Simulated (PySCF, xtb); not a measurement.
H2Si2, SMILES [Si]=[SiH2] (connectivity only; charge and spin as stated), neutral, multiplicity 1.

GFN2-xTB (xtb 6.7.1) at its own geometry gives an orbital gap of 0.83 eV and a dipole moment of 0.85 D.

The structure is a stationary point at TPSSh-D3(BJ)/def2-TZVP. The isomer is the one that the SMILES or the coordinates give; other isomers of the formula were not compared.

Task: What does M06-2X/def2-TZVPD (PySCF) give? (Estimate from the structure and the level; the computed values follow.)

Result: gap 4.00 eV (levels -6.63 and -2.63 eV), dipole 0.12 D.
